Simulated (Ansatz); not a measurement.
## A family of molecules: the atomisation energy (no zero-point term)

One atom is swapped for its congeners: C3H6CuN `CC#[N+][Cu-][CH3]`; C3H6AgN `CC#[N+][Ag-][CH3]`; C3H6AuN `CC#[N+][Au-][CH3]`. All are singlets with charge 0.

Shapes, held fixed at every level: PBE0-D4/def2-TZVP. Programs: Ansatz 0.2.0. Values in eV.

(1) How should the atomisation energy change along the series?

Results:

(1) At wB97X-V/def2-TZVPP the atomisation energy isn't monotonic: it is largest for Cu and smallest for Ag (43.69 and 42.85 eV). 2 of 6 levels show this order throughout; 3 agree on the largest and the smallest. The two largest values are nearly level. For atoms past krypton def2 sets carry core potentials with scalar relativity. Spin-orbit coupling, which grows down the group, is left out (summed over each molecule's free atoms 0.01, 0.01, 0.01 eV).

```
                level  C3H6CuN  C3H6AgN  C3H6AuN
          HF/def2-SVP    31.09    30.45    31.12
 r2SCAN-D4/def2-TZVPP    44.02    43.01    43.98
  BHLYP-D4/def2-TZVPP    42.02    41.32    42.16
r2SCAN0-D4/def2-TZVPP    42.93    42.09    43.06
   wB97M-V/def2-TZVPP    43.82    43.02    43.75
   wB97X-V/def2-TZVPP    43.69    42.85    43.68
```
